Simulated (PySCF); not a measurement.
A run for PySCF: R-M06-2X/6-31G* on C4H6O (a complex), monomers drawn apart or pushed together.

```python
from pyscf import gto, scf, dft, mp
from pyscf.data.elements import chemcore

mol = gto.M(
    atom='''
    C    -0.01675239   -0.47216050    0.69100058
    O    -1.11399948   -0.44151384    0.94078857
    C     2.08414338    0.41591175    6.42092722
    C     0.93356089    0.98849835    6.75137154
    C    -0.34535422    0.26131359    7.01528149
    H     2.17422095   -0.66046132    6.32455638
    H     2.97663417    0.99870582    6.23371210
    H     0.89265763    2.07161752    6.83425815
    H    -1.12301385    0.57152129    6.31114398
    H    -0.21693168   -0.81824281    6.92615946
    H    -0.72263005    0.48145390    8.01789608
    ''',
    basis='6-31g*',
    cart=True,
    charge=0, spin=0, verbose=3, max_memory=1800)
mf = dft.RKS(mol, xc='m062x')
mf.conv_tol = 1e-8
mf.max_cycle = 100
mf.kernel()
if not mf.converged:
    mf = mf.newton().run(mf.mo_coeff, mf.mo_occ)
```

It printed:

```
converged SCF energy = -231.105456919688
```

The run converged.

Cost: very roughly 6 core-seconds.
